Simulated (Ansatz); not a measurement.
A structure relaxed at PBE0-D4/def2-TZVP, charge 0, multiplicity 1:

Cartesian coordinates in Å:
```
Cl 0.018 -0.262 1.715
Ge 0.876 0.232 -0.228
Cl -0.894 0.030 -1.487
```

**Question.** Give its formula and SMILES.

**Answer.** Cl2Ge, `[Cl][Ge][Cl]`.

**Question.** Point group (tolerance 0.08 Å, 0.16 Å for H)?

**Answer.** C2v.

**Question.** Summarise the bond lengths by kind.

**Answer.** 2 × Cl–Ge 2.182 Å.

Results of the Gaussian-basis code of Ansatz.
